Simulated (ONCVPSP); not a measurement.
Cutoff test, strontium, ONCV

- Element: Sr (Z = 38)
- Generator: ONCVPSP 4.0.1
- Type: optimised norm-conserving Vanderbilt (ONCV)
- Functional: PBE
- Relativity: scalar-relativistic
- Frozen core: [Ar] 3d10
- Valence charge: 10
- Reference configuration: 4s2 4p6 5s2
- Partial waves: 4s+5s: rc 2.10 bohr, ncon 3, nbas 7, qcut 5.5 1/bohr, 2 projectors; 4p: rc 2.55 bohr, ncon 3, nbas 6, qcut 5.4 1/bohr, 2 projectors, debl 2.9 Ha; d scattering state at 0.37 Ha: rc 2.70 bohr, ncon 4, nbas 8, qcut 3.7 1/bohr, 2 projectors, debl 3.3 Ha
- Local potential: polynomial inside 1.70 bohr (lpopt 5, dvloc0 2 Ha)
- Core correction: none

In the d channel the program set the typed energies aside and used 0.050, 3.350 Ha.

For each optimised wave give the share of its norm inside rc, the residual kinetic energy above qcut (Ha) and the cutoffs (Ha) for errors of 10, 1, 0.1 and 0.01 mHa per electron.

```json
{"wave": "4s", "norm inside rc": "0.927", "residual KE": "3.0e-06", "10 mHa": "6.6", "1 mHa": "10.0", "0.1 mHa": "12.2", "0.01 mHa": "14.1"}
{"wave": "5s", "norm inside rc": "0.045", "residual KE": "2.1e-06", "10 mHa": "2.5", "1 mHa": "8.4", "0.1 mHa": "11.4", "0.01 mHa": "13.7"}
{"wave": "4p", "norm inside rc": "0.937", "residual KE": "2.2e-08", "10 mHa": "6.0", "1 mHa": "8.1", "0.1 mHa": "9.9", "0.01 mHa": "11.4"}
{"wave": "p projector 2", "norm inside rc": "0.173", "residual KE": "7.2e-07", "10 mHa": "6.4", "1 mHa": "8.6", "0.1 mHa": "10.3", "0.01 mHa": "11.4"}
{"wave": "d projector 1", "norm inside rc": "0.095", "residual KE": "3.0e-04", "10 mHa": "3.8", "1 mHa": "5.8", "0.1 mHa": "11.5", "0.01 mHa": "30.4"}
{"wave": "d projector 2", "norm inside rc": "0.214", "residual KE": "1.3e-01", "10 mHa": "15.1", "1 mHa": "38.6", "0.1 mHa": "44.1", "0.01 mHa": "57.7"}
```

The occupied waves need 10 Ha and 12 Ha for 1 and 0.1 mHa. The cutoffs count occupied waves only; projector 2 of the d channel, the hardest unoccupied one, needs 39 Ha at the loose tolerance.
